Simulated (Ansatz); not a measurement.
Basis sets compared for Nb₃O₁₄H₁₃, a hydroxylated oxide cluster. Charge 0, multiplicity 1. Geometry r2SCAN-D4/def2-SVP. Ansatz on 2 threads of AMD EPYC 7R13 on a shared host and a share (18 GiB) of an NVIDIA H100 80GB HBM3; times are rough, and most runs start from earlier orbitals.

```xyz
30

Nb    0.8096    1.1799    1.9578
Nb   -1.2397    0.6283   -1.4537
Nb    0.8938   -1.7686   -0.8625
O    -0.9235    1.2097    0.5514
O    -3.1150    0.4972   -1.0082
O    -1.2081   -1.3318   -0.4635
O    -1.2015    2.3962   -2.0662
O     1.7481    1.6778    0.3932
O     1.0244   -0.8029    1.0598
O     0.3074    2.9547    2.4519
O    -1.4738   -0.3867   -3.1132
O     2.7684   -1.9039   -0.9373
O     0.3183   -2.3107   -2.5571
O     0.6029    0.1285   -1.4247
O     0.5199   -3.3588    0.1526
O     2.3510    0.9239    3.0433
O    -0.4209    0.2733    3.1028
H    -1.6963    1.6215    0.9650
H    -3.5131   -0.3032   -0.6415
H    -1.2638   -1.1337    0.4836
H    -1.0652    3.3468   -2.0510
H     1.5709    1.2592   -0.4802
H     1.0369   -1.4850    1.7490
H     0.5718    3.7507    1.9735
H    -2.3570   -0.5811   -3.4551
H     3.5553   -1.7440   -0.4054
H    -0.3461   -1.7644   -3.0507
H    -0.3734   -3.7240    0.2078
H     3.2616    1.1134    2.7843
H    -1.1430   -0.3622    3.0940
```

In the def2 sets Nb takes a core potential; there is no spin–orbit coupling. Single mean-field runs in def2-TZVP are fitted with def2-universal-jkfit.

Binding counts from free atoms (Nb sextet, O triplet, H doublet) in the same basis, without a counterpoise term.

| level | functions | energy (Eh) | HOMO (eV) | LUMO (eV) | binding per atom (eV) | wall time |
| --- | --- | --- | --- | --- | --- | --- |
| PBE-D4/def2-SVP | 354 | -1230.9297 | -6.60 | -2.58 | 4.69 | 20 s |
| PBE0-D4/def2-SVP | 354 | -1230.7503 | -8.38 | -1.94 | 4.43 | 23 s |

Question: Estimate the rows for PBE-D4/def2-TZVP (with forces), PBE0-D4/def2-TZVP (with forces).

Answer: 
```tsv
level	functions	energy (Eh)	HOMO (eV)	LUMO (eV)	binding per atom (eV)	wall time
PBE-D4/def2-TZVP (with forces)	632	-1232.2293	-6.75	-2.74	4.61	22 s
PBE0-D4/def2-TZVP (with forces)	632	-1232.0468	-8.45	-2.03	4.37	24 s
```
